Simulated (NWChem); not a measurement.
## Polarisability of CH2F (+1)

```xyz
4

C      0.0000     0.0000    -0.5879
F      0.0000     0.0000     0.6355
H     -0.9845     0.0000    -1.0961
H      0.9845     0.0000    -1.0961
```
Charge +1, spin multiplicity 1.

All runs are NWChem calculations. Structure: optimised with PBE0/def2-SVP, a minimum by its harmonic frequencies.

Basis set: Sadlej pVTZ. Static limit.

The correlated methods keep 2 core orbitals frozen. B3LYP has NWChem's definition, with VWN1-RPA local correlation. The spin multiplicity of the parent species was assumed, not shown to be that of its ground state. The structure started from a generated list of species. Coupled-cluster values serve here as a point of comparison, not as the truth.

Question: For the isotropic polarisability, HF gives 9.86 bohr³ and PBE gives 10.83 bohr³. What do BHandHLYP, B3LYP, CCSD linear response give?

Answer: BHandHLYP: 10.26 bohr³; B3LYP: 10.60 bohr³; CCSD linear response: 10.74 bohr³.
